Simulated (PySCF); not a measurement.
C3H2F3, SMILES C=C(F)[C](F)F (connectivity only; charge and spin as stated), charge +1, multiplicity 1. Atoms are numbered in the order given.

```xyz
8

C     -1.1152    -1.4887     0.0000
C      0.0183    -0.7463     0.0000
F      1.2225    -1.2449     0.0000
C     -0.0369     0.6773     0.0000
F     -1.1185     1.3135     0.0000
F      1.0017     1.3699     0.0000
H     -2.1029    -1.0186     0.0000
H     -1.0450    -2.5824     0.0000
```
Charge +1, spin multiplicity 1.

The structure is a stationary point at PBE0-D3(BJ)/def2-SVP. The multiplicity is an assumed one; no other spin state was optimised. The isomer is the one that the SMILES or the coordinates give; other isomers of the formula were not compared. Other conformers were not sampled.

Two levels are set side by side: PBE/pcSseg-1 (PySCF) and HF/pcSseg-1 (PySCF). GIAO shifts against CFCl3 (¹⁹F), TMS (¹H), TMS (¹³C) at the same level; non-relativistic, no solvent, atoms listed together averaged. Differences are taken from unrounded values.

```json
[
 {"quantity": "δ(¹³C) of C1 (ppm)", "PBE": "178.8"},
 {"quantity": "δ(¹³C) of C2 (ppm)", "PBE": "153.7"},
 {"quantity": "δ(¹⁹F) of F3 (ppm)", "PBE": "-133.1"},
 {"quantity": "δ(¹³C) of C4 (ppm)", "PBE": "182.1"}
]
```

Task: These are the PBE values. What does HF give? (Estimate from the structure and the level; the computed values follow.)

Result: 
| quantity | HF | PBE minus HF |
|---|---|---|
| δ(¹³C) of C1 (ppm) | 190.3 | -11.5 |
| δ(¹³C) of C2 (ppm) | 143.5 | 10.1 |
| δ(¹⁹F) of F3 (ppm) | -136.2 | 3.1 |
| δ(¹³C) of C4 (ppm) | 187.1 | -5.0 |

Rough cost on one machine, each run with all the roots and properties that it gave: HF against PBE within a factor of 2.
